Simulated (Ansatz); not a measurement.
```yaml
crystal:
  periodic: [false, false, false]
  atoms:
    - {symbol: B, position_ang: [-0.128085, 1.120623, -0.623902]}
    - {symbol: C, position_ang: [-0.027364, -0.291312, -0.081164]}
    - {symbol: N, position_ang: [0.235820, -1.009591, 1.031330]}
    - {symbol: Se, position_ang: [-0.511345, -0.794093, -1.801628]}
    - {symbol: H, position_ang: [-1.127603, 1.767779, -0.434478]}
    - {symbol: H, position_ang: [0.840127, 1.719147, -0.978971]}
    - {symbol: H, position_ang: [0.228106, -1.938270, 0.998519]}
    - {symbol: H, position_ang: [0.508143, -0.515517, 1.845800]}
basis:
  gaussian: {orbitals: x2c-TZVPPall, final_grid: {core_spheres: 20, valence_spheres: 16, degree: 47}}
total_charge: 4
magnetization: {spin_polarized: true, initial_magnetization: 0}
hamiltonian: {xc: {name: SVWN5}, pseudopotentials: {relativity: none}}
output: {forces: true}
```

```sh
$ ansatz run in.yaml --threads 2 --pin off --events-out ev --progress --plain --max-ram 4352MiB
```

It prints (some lines left out):

```
Functional definition: SVWN5
1120 factors; their error is unknown
mean field evaluation 1: about -67946.7027 eV, gradient 1.4e2 eV
mean field evaluation 2: about -67359.3599 eV, gradient 2.0e2 eV
mean field evaluation 4: about -68015.6811 eV, gradient 7.0e1 eV
mean field evaluation 8: about -68021.9865 eV, gradient 5.7e1 eV
mean field evaluation 16: about -68047.5166 eV, gradient 1.8e-2 eV
mean field evaluation 32: about -68048.0275 eV, gradient 1.7e-4 eV
mean field evaluation 64: about -68048.0275 eV, gradient 3.3e-3 eV
mean field -68048.02747524 eV, -2500.7188851055 hartree, gradient 3.1e-5 eV, S^2 1.036185; 11 other end points of the search recorded, 0 dependent functions left out
reference -68048.02750598 eV, -2500.7188862352 hartree; 26, 26 occupied and 171, 171 virtual orbitals, 1120 factors
WARN: the results are in doubt because the basis set is contracted for relativity, which is off
Total energy: -68048.02750598 eV, -2500.7188862352 hartree
Atom 0 at    -0.128085     1.120623    -0.623902 Å, force     0.616618    -3.126385     2.655800 eV/Å
Atom 1 at    -0.027364    -0.291312    -0.081164 Å, force    -0.271827    -1.421967    -0.007613 eV/Å
Atom 2 at     0.235820    -1.009591     1.031330 Å, force    -0.661034     6.094257    -3.173304 eV/Å
Atom 3 at    -0.511345    -0.794093    -1.801628 Å, force    -0.516918    -1.753944    -1.828332 eV/Å
Atom 4 at    -1.127603     1.767779    -0.434478 Å, force    -2.348447     3.156148    -0.139387 eV/Å
Atom 5 at     0.840127     1.719147    -0.978971 Å, force     2.165105     3.164616    -1.504772 eV/Å
Atom 6 at     0.228106    -1.938270     0.998519 Å, force     0.006278    -7.565593     0.401137 eV/Å
Atom 7 at     0.508143    -0.515517     1.845800 Å, force     1.010224     1.452869     3.596472 eV/Å
Dipole moment:     0.504795     1.112948     1.745746 e Å
In doubt: the basis set is contracted for relativity, which is off
```

What is wrong with this run?

The charge is far from anything that the molecule holds. The calculation finished and met its thresholds. The result belongs to that input, not to the molecule as meant.
